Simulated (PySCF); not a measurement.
Runs that did not reach their result, on allyl methyl sulfone (`C=CCS(C)(=O)=O`) (driver script around PySCF, density fitting, GFN2-xTB geometry as the base; each input is a line of settings and coordinates in Å).

Command:
```bash
OMP_NUM_THREADS=1 python probes_run.py task.json out
```
Input:
```
{"job": {"kind": "uv", "xc": "PBE0", "basis": "IGLO-II", "nstates": 1, "ntriplets": 0, "tda": false, "scf": {"max_cycle": 94}}, "charge": -1, "multiplicity": 1}
C      1.907238     1.121461    -0.242049
C      1.413464    -0.099560    -0.356997
C      0.187587    -0.440801    -1.108542
S     -1.073855    -1.041417     0.080190
C     -1.422697     0.409474     1.113823
O     -2.263099    -1.373078    -0.655403
O     -0.488908    -2.060925     0.904670
H      1.457189     1.965774    -0.738969
H      2.793042     1.323085     0.334202
H      1.876489    -0.935340     0.148323
H      0.337238    -1.271821    -1.794221
H     -0.256466     0.402528    -1.629536
H     -0.485104     0.760878     1.523309
H     -1.898112     1.157461     0.493887
H     -2.088422     0.090271     1.905400
```

Output:
```
RuntimeError: Electron number 65 and spin 0 are not consistent
Note mol.spin = 2S = Nalpha - Nbeta, not 2S+1
```

Q: Diagnose the run.

A: 65 electrons can't have multiplicity 1: an even count needs an odd multiplicity, an odd count an even one. Mend the charge or the multiplicity. The run gave no result.

Input:
```
{"job": {"kind": "nmr", "xc": "BP86", "basis": "pcX-1", "pop": true, "scf": {"max_cycle": 91}}, "charge": 0, "multiplicity": 1}
C      2.097962     1.233607    -0.266254
C      1.554810    -0.109516    -0.392697
C      0.206346    -0.484881    -1.219396
S     -1.181241    -1.145559     0.088209
C     -1.564967     0.450421     1.225205
O     -2.489409    -1.510386    -0.720943
O     -0.537799    -2.267018     0.995137
H      1.602908     2.162351    -0.812866
H      3.072346     1.455394     0.367622
H      2.064138    -1.028874     0.163155
H      0.370962    -1.399003    -1.973643
H     -0.282113     0.442781    -1.792490
H     -0.533614     0.836966     1.675640
H     -2.087923     1.273207     0.543276
H     -2.297264     0.099298     2.095940
```

Output:
```
KeyError: 'Element h (Z=1) not found in basis pcX-1 version 1'
```

Q: What went wrong, and what mends it?

A: The basis pcX-1 in the Basis Set Exchange has no functions for hydrogen, so the input was refused before any integral. The coordinates are the GFN2-xTB ones scaled by 1.1. Choose a basis that covers all elements. The run gave no result.

The values belong to the conformer `[CH2:1]=[CH:2][CH2:3][S:4]([CH3:5])(=[O:6])=[O:7]`: C1–C2–C3–S4 -114°, C2–C3–S4–C5 65°.
